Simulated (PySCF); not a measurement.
Computed spin Hamiltonian

Compound: C6H9S (doublet state).
Atom-mapped SMILES: `[H]/[C:1]=[CH:2]\[C@@H:3]([CH3:4])[C:5]([CH3:6])=[S:7]` (hydrogens: H8 on C1; H9 on C2; H10 on C3; H11, H12, H13 on C4; H14, H15, H16 on C6)

Structure used (GFN2-xTB), in Å, numbered top down from 1:
```
atom  x, y, z in Å
C1     2.0193   -1.4065   -0.1628
C2     1.2792   -0.4838   -0.6431
C3     0.2733    0.3757    0.1977
C4     0.6061    1.8423   -0.0291
C5    -1.0668   -0.0439   -0.2765
C6    -1.7170   -1.1603    0.4667
S7    -1.7525    0.6052   -1.6109
H8     2.2395   -1.9363    0.7316
H9     1.2773   -0.1839   -1.6815
H10    0.4042    0.1100    1.2503
H11    0.4561    2.1091   -1.0722
H12   -0.0447    2.4654    0.5815
H13    1.6392    2.0412    0.2453
H14   -1.0275   -2.0019    0.5498
H15   -2.6240   -1.4833   -0.0372
H16   -1.9695   -0.8402    1.4789
```

The hyperfine couplings belong to this conformer and change with its torsions.

Theory: UKS B3LYP, pcH-1 on C H S, non-relativistic, mean-field spin-orbit, GIAO (PySCF). The structure is a single GFN2-xTB conformer in the gas phase; no vibrational or solvent corrections. The geometry wasn't refined by DFT: couplings that depend on bond lengths, twists or pyramidal angles can differ widely from those at the functional's own minimum. Stability of the SCF solution: not tested.

```
g1, g2, g3        : 2.00204, 2.00318, 2.00446
g_iso             : 2.00323
Form of g         : rhombic: the two nearest values differ by 47 % of g3 − g1
⟨S²⟩              : 0.7593 (exact 0.7500)
α and β electrons : 31, 30
Total energy      : -632.15303 Eh
```

Hyperfine couplings atom by atom, in MHz; T1 to T3 are the principal values of the dipolar part:

```tsv
atom	isotope	a_iso	of which spin–orbit	T1	T2	T3	Mulliken spin population
C1	13C	266.0	-0.1	-80.4	-60.4	140.7	1.01
C2	13C	-17.8	0.0	-16.6	1.0	15.7	-0.17
C3	13C	75.7	-0.1	-10.1	-9.2	19.2	0.09
C4	13C	-5.3	0.0	-0.4	-0.3	0.7	0.00
C5	13C	-4.4	0.0	-2.7	-0.2	2.9	-0.01
C6	13C	1.3	0.0	-0.3	-0.2	0.6	0.00
S7	33S	1.2	0.1	-5.3	-3.5	8.9	0.04
H8	1H	17.7	0.0	-32.6	-5.7	38.3	0.00
H9	1H	110.8	0.0	-5.6	-4.8	10.4	0.05
H10	1H	-5.4	0.0	-6.9	-1.1	8.0	0.00
H11	1H	0.2	0.0	-1.3	-0.9	2.1	0.00
H12	1H	5.3	0.0	-1.0	-0.8	1.8	0.00
H13	1H	2.5	0.0	-1.6	-1.2	2.7	0.00
H14	1H	-0.7	0.0	-2.0	-1.6	3.6	0.00
H15	1H	0.4	0.0	-0.7	-0.5	1.2	0.00
H16	1H	-1.0	0.0	-1.0	-0.7	1.7	0.00
```

Largest spin populations (Mulliken): C1 (+1.01), C2 (-0.17) and C3 (+0.09). C1 is the only atom above +0.15. The positive populations add up to 1.19 and the negative ones to -0.19, together 2S = 1.

Under fast tumbling the dipolar parts average out, and these isotropic splittings remain: 1 × 1H (H9, I = 1/2, 2 lines) with 3.95 mT, 1 × 1H (H8, I = 1/2, 2 lines) with 0.63 mT, 1 × 1H (H10, I = 1/2, 2 lines) with 0.19 mT and 3 × 1H (H11/H12/H13, I = 1/2, 4 lines) with 0.09 mT.

Nuclei that the bonding pattern makes equivalent are averaged, as if the motion that swaps them (rotation, inversion, ring flip) were fast. The three 1H nuclei of mean +2.7 MHz run from 0.2 to 5.3 MHz in the frozen geometry.

The 13C coupling of C1 (266.0 MHz) shows only in satellite lines or after enrichment, since that isotope makes up about 1.07 % of natural carbon.

β density exceeds α density at some nuclei, such as C2 (-0.0158), C4 (-0.0047) and C5 (-0.0040), spin density in bohr⁻³. In a single determinant that takes different orbitals for the two spins, that is spin polarisation.
